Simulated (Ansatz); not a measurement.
Ansatz results at the PBE0-D4/def2-TZVP geometry: size of the dipole moment (ωB97M-V/def2-TZVPP) 1.86 D; HOMO–LUMO gap (B3LYP/def2-TZVPP) 7.89 eV; HOMO energy (PBE/def2-TZVPP) -6.69 eV.

Each molecule was computed in one conformer, which needn't be the lowest.

**Question.** Which molecule gave them?
A. `CN([SiH2]O)[SiH2]Cl`
B. `O[SiH](O)N[SiH](Cl)Cl`
C. `CO[SiH2]N[SiH2]Cl`
D. `N[Si@H](O)N[Si@@H](N)F`

**Answer.** C. The others give `CN([SiH2]O)[SiH2]Cl`: 1.85, 7.28, -6.18; `O[SiH](O)N[SiH](Cl)Cl`: 0.99, 8.32, -6.91; `N[Si@H](O)N[Si@@H](N)F`: 3.14, 7.69, -6.14.

B3LYP here is the variant with VWN-RPA as its local correlation; programs differ in this.
